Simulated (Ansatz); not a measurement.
`C#C[Si](F)(F)F` + NH₃ → `N[Si](F)(F)F` + `C#C` at 600 K and 1 bar (ligand exchange at the Si–C bond).

Computed with Ansatz on PBE0-D4/def2-TZVP structures; ΔE is electronic, products minus reactants. CBS: MP2 limit from def2 TZ/QZ plus the TZ coupled-cluster correction, frozen cores. This one scheme is used for every species. Each species was taken in one conformer, which may not be the lowest.

```
         species  CCSD(T)/CBS energy (Eh)  H − E (kJ/mol)  S (J/(mol·K))
`C#C[Si](F)(F)F`               -665.32575           130.1          405.5
             NH₃                -56.50880           112.4          219.5
  `N[Si](F)(F)F`               -644.62042           144.7          401.5
           `C#C`                -77.22717            96.2          235.4
```

H − E and S are ideal-gas, rigid-rotor, harmonic terms from PBE0-D4/def2-TZVP, for one conformer and one mirror image of each species. 1 Eh = 2625.50 kJ/mol, R = 8.31446 J/(mol·K).

Problem. By hand: ΔE, ΔH, ΔS and ΔG.

Solution. ΔE = (-644.62042) + (-77.22717) − (-665.32575) − (-56.50880) = -0.01304 Eh = -34.2 kJ/mol. Δ(H − E) = 144.7 + 96.2 − 130.1 − 112.4 = -1.6, so ΔH = -35.8 kJ/mol. ΔS = 401.5 + 235.4 − 405.5 − 219.5 = 11.9 J/(mol·K). ΔG = -35.8 − 600 × (11.9)/1000 = -42.9 kJ/mol.

Problem. By hand: the equilibrium constant, and the temperature at which ΔG would vanish if ΔH and ΔS stayed fixed.

Solution. log₁₀ K = −ΔG/(RT ln 10) = 3.7. ΔH and −TΔS have one sign here, so there is no such temperature.

The number of gas molecules stays the same, so ΔS is small and ΔH decides. A doubt of 5 kJ/mol in ΔE shifts log₁₀ K by 0.4 here. Other conformers and mirror images would add mixing entropy, several J/(mol·K) or more a flexible species. These are equilibria of isolated gas molecules and say nothing of rates. Largest T1 diagnostic: 0.013 (customary marks: 0.02 for closed shells, 0.045 for open ones).

ΔS is within the doubt of such terms, so its sign, and with it that verdict, could turn.
